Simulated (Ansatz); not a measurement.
Geometry optimisation, Ansatz 0.2.0, RHF/def2-SVP.

Input:

```yaml
crystal:
  periodic: [false, false, false]
  atoms:
    - { symbol: F, position_ang: [0.9987, 0.8622, 1.5267] }
    - { symbol: C, position_ang: [-0.34, 0.6612, 1.1609] }
    - { symbol: "N", position_ang: [-0.3822, -0.5261, 0.3327] }
    - { symbol: Si, position_ang: [0.3156, -0.5451, -1.2463] }
    - { symbol: Cl, position_ang: [-0.8583, 0.6775, -2.448] }
    - { symbol: H, position_ang: [-0.9077, 0.5179, 2.0794] }
    - { symbol: H, position_ang: [-0.7156, 1.5506, 0.6633] }
    - { symbol: H, position_ang: [0.2018, -1.2154, 0.8608] }
    - { symbol: H, position_ang: [1.655, -0.0956, -1.2023] }
    - { symbol: H, position_ang: [0.116, -1.9385, -1.7243] }
basis:
  gaussian: { orbitals: def2-SVP }
hamiltonian:
  xc: hf
relax:
  f_tol: 0.02
  max_steps: 50
```

Launched with:

```bash
$ ansatz run input.yaml --threads 2 --pin off --max-ram 3072MiB --backend cpu --events-out ev --progress --plain --runs-dir out
```

Question: Where does it end, and by what steps?

Answer: The run converged. After 24 steps the energy has fallen by 0.451 eV; H8 moved furthest, 0.80 Å.

```
step  energy less start (eV)  largest force component (eV/Å)  accepted
   0                  0.0000                           1.910       yes
   1                 -0.2838                           1.008       yes
   2                 -0.3853                           0.643       yes
   3                 -0.3290                           1.184        no
   4                 -0.3989                           1.561       yes
   5                 -0.4282                           0.451       yes
   6                 -0.4322                           0.294       yes
   7                 -0.4373                           0.194       yes
   8                 -0.4400                           0.067       yes
   9                 -0.4422                           0.106       yes
  10                 -0.4434                           0.151       yes
  11                 -0.4403                           0.371        no
  12                 -0.4436                           0.150       yes
  13                 -0.4462                           0.095       yes
  14                 -0.4448                           0.279        no
  15                 -0.4466                           0.109       yes
  16                 -0.4480                           0.080       yes
  17                 -0.4484                           0.102       yes
  18                 -0.4491                           0.092       yes
  19                 -0.4498                           0.066       yes
  20                 -0.4504                           0.074       yes
  21                 -0.4507                           0.079       yes
  22                 -0.4509                           0.055       yes
  23                 -0.4510                           0.022       yes
  24                 -0.4510                           0.009       yes
```

```xyz
10
Properties=species:S:1:pos:R:3
F 1.001 0.581 1.999
C -0.128 0.659 1.239
N -0.246 -0.436 0.354
Si 0.282 -0.502 -1.280
Cl -1.199 0.109 -2.611
H -0.971 0.698 1.928
H -0.077 1.594 0.683
H -0.591 -1.275 0.779
H 1.411 0.419 -1.477
H 0.601 -1.898 -1.612
```

Time of the run: 44 s on 2 threads of Arm Neoverse V1, with other jobs on the host, peak memory 0.2 GiB.
